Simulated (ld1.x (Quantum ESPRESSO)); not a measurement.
Before and after: TM potential for arsenic

| Quantity | Value |
| --- | --- |
| Element | As (Z = 33) |
| Generator | ld1.x (Quantum ESPRESSO) 7.5 |
| Type | norm-conserving Troullier–Martins (Kleinman–Bylander form) |
| Functional | LDA (PZ) |
| Relativity | scalar-relativistic |
| Frozen core | [Ar] 3d10 |
| Valence charge | 5 |
| Reference configuration | 4s2 4p3 |
| Partial waves | 4p (bound): rc 1.90 bohr; 4d channel at 0.45 Ry: rc 1.90 bohr; 4s (bound): rc 1.70 bohr |
| Local potential | the s channel |
| Core correction | none |

All-electron outer shells of the reference configuration (LDA (PZ), scalar-relativistic, ld1.x):

```json
{"shell": "3p", "level (eV)": "-133.41", "outermost node (bohr)": "0.22", "outermost maximum (bohr)": "0.52"}
{"shell": "3d", "level (eV)": "-40.89", "outermost node (bohr)": "–", "outermost maximum (bohr)": "0.47"}
{"shell": "4s", "level (eV)": "-14.70", "outermost node (bohr)": "0.73", "outermost maximum (bohr)": "1.61"}
{"shell": "4p", "level (eV)": "-5.35", "outermost node (bohr)": "0.78", "outermost maximum (bohr)": "1.97"}
```

Change: functional PBE.

Cutoffs: the cutoffs (Ry, on a coarse ladder) from which the occupation-weighted sum of valence levels, in a spherical-Bessel basis at the reference potential, stays within 10 and 1 mRy of its value at 400 Ry; they do not see the model core or the augmentation charge, which bear on the density cutoff. Errors are all-electron minus pseudo energies relative to the spin-unpolarised reference configuration.

Problem. What does the change do?

Solution. The potential gets neither clearly harder nor softer (35 Ry and 50 Ry → 35 Ry and 50 Ry); both files keep a bound ghost (d); the number of tests with a reliable result goes from 9 to 7; of the 7 tests that both files solve, the error grows in 2 and shrinks in 4 by more than 15 % and 0.3 meV (median size 11.0 → 4.8 meV).

```tsv
quantity	base	changed
cutoff, loose	35 Ry	35 Ry
cutoff, tight	50 Ry	50 Ry
bound ghosts	d	d
error for 4s2 4p2, meV [ΔE 9.33 → 9.15 eV]	+1.5	-4.8
error for 4s2 4p1, meV [ΔE 27.49 → 27.07 eV]	+20	-23
error for 4s2 4p0, meV [ΔE 55.53 → 54.77 eV]	+103	-36
error for 4s1 4p3, meV [ΔE 19.49 → 19.26 eV]	+11	+0.2
error for 4s1 4p4, meV [ΔE 9.48 → 9.42 eV]	+6.2	+4.5
error for 4s2 4p2.5, meV [ΔE 3.64 → 3.56 eV]	-0.1	-1.2
error for 4s0 4p5, meV [ΔE 19.21 → 19.06 eV]	+30	+21
s: phases at 2.06 bohr within 0.05 rad from the reference energy up to (Ry; the scan ends near 5)	3.8	3.8
p: phases at 2.06 bohr within 0.05 rad from the reference energy up to (Ry; the scan ends near 5)	to the end of the scan	to the end of the scan
d: phases at 2.06 bohr within 0.05 rad from the reference energy up to (Ry; the scan ends near 5)	to the end of the scan	to the end of the scan
```

 A true bound ghost makes a file unfit for plane-wave use even where its test errors are small: the radial tests pick states by their node count and pass the ghost by.
